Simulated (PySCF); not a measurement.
# Bonding in `CCP(C)C[SiH3]`

C4H13PSi.
Numbering: `[CH3:1][CH2:2][P:3]([CH3:4])[CH2:5][SiH3:6]` (hydrogens: H7, H8, H9 on C1; H10, H11 on C2; H12, H13, H14 on C4; H15, H16 on C5; H17, H18, H19 on Si6)

Structure used (GFN2-xTB), in Å, numbered top down from 1:
```xyz
19
C4H13PSi angstrom
C     -2.7774   -0.5340   -0.4671
C     -1.4037   -0.9610    0.0313
P     -0.0233    0.0456   -0.7259
C     -0.2676    1.6106    0.2307
C      1.3634   -0.6738    0.2738
Si     3.0369    0.1630   -0.0699
H     -2.8175   -0.5793   -1.5537
H     -3.5488   -1.1889   -0.0647
H     -3.0022    0.4851   -0.1598
H     -1.3516   -0.8918    1.1228
H     -1.2211   -2.0028   -0.2496
H      0.5699    2.2770    0.0355
H     -0.3374    1.4152    1.3007
H     -1.1780    2.0992   -0.1109
H      1.1072   -0.6328    1.3351
H      1.4327   -1.7271   -0.0072
H      3.0344    1.5481    0.4088
H      3.3078    0.1369   -1.5058
H      4.0665   -0.5799    0.6630
```

Bond orders from the PBE0/pcSseg-1 density (PySCF). Isolated species at its GFN2-xTB geometry (one conformer only).

**Question.** Where do the orders between heavy atoms depart from those drawn in the SMILES?

**Answer.** The largest departure is 0.102, at C5–Si6 (drawn single, 0.898).

**Question.** Set the Mayer orders of the bonds between heavy atoms beside their lengths.

**Answer.** 
```
  bond  drawn as  length (Å)  Mayer order
 C1–C2    single       1.522        1.049
 C2–P3    single       1.869        0.952
 P3–C4    single       1.850        0.978
 P3–C5    single       1.855        0.948
C5–Si6    single       1.902        0.898
```

By pair of heavy elements: C–P: lowest P3–C5 (0.948, 1.855 Å), highest P3–C4 (0.978, 1.850 Å).

**Question.** And the bonds to hydrogen?

**Answer.** C–H: 0.93 to 0.97 (10 bonds); H–Si: 0.95 (3 bonds).

**Question.** Sum the orders of all bonds at each heavy atom with more than one neighbour and set the sums beside the valence in the SMILES.

**Answer.** C1 3.943 (drawn 4), C2 3.884 (drawn 4), P3 2.878 (drawn 3), C4 3.834 (drawn 4), C5 3.711 (drawn 4), Si6 3.739 (drawn 4). Orders between atoms that aren't bonded are not in these sums.

The Mayer order sums products of elements of PS (density times overlap matrix) between the two atoms' basis functions, so it depends on the basis set.
